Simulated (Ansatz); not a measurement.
The same molecule with X = C, Si, Ge. Ansatz, PBE0-D4/def2-TZVP geometries, multiplicity 1.

Scalar relativity is left out up to krypton.

| X | molecule | mean X–B bond length / Å | mean X–H bond length / Å | mean X–N bond length / Å | HOMO–LUMO gap (ωB97M-V/def2-TZVPP) / eV | HOMO energy (PBE0/def2-TZVPP) / eV | ideal-gas entropy at 298 K and 1 bar (rigid rotor, harmonic PBE0-D4/def2-TZVP) / J/(mol·K) |
| --- | --- | --- | --- | --- | --- | --- | --- |
| Si | `FB1N[SiH2]1` | 1.921 | 1.486 | 1.767 | 10.68 | -7.38 | 288 |
| Ge | `F[B]1[NH][GeH2]1` | 2.003 | 1.539 | 1.923 | 10.56 | -7.36 | 303 |

**Question.** Give the row for X = C, `FB1CN1`. (Estimate.)

**Answer.** Computed: 
```tsv
X	molecule	mean X–B bond length / Å	mean X–H bond length / Å	mean X–N bond length / Å	HOMO–LUMO gap (ωB97M-V/def2-TZVPP) / eV	HOMO energy (PBE0/def2-TZVPP) / eV	ideal-gas entropy at 298 K and 1 bar (rigid rotor, harmonic PBE0-D4/def2-TZVP) / J/(mol·K)
C	`FB1CN1`	1.541	1.090	1.497	12.20	-7.78	282
```

From C to Ge the mean X–B bond length rises at each step, by 0.462 Å in all; the mean X–H bond length rises at each step, by 0.449 Å in all; the mean X–N bond length rises at each step, by 0.426 Å in all; the HOMO–LUMO gap (ωB97M-V/def2-TZVPP) falls at each step, by 1.64 eV in all; the HOMO energy (PBE0/def2-TZVPP) rises at each step, by 0.42 eV in all; the ideal-gas entropy at 298 K and 1 bar (rigid rotor, harmonic PBE0-D4/def2-TZVP) rises at each step, by 21 J/(mol·K) in all. Bonds lengthen as the atom grows down the group.
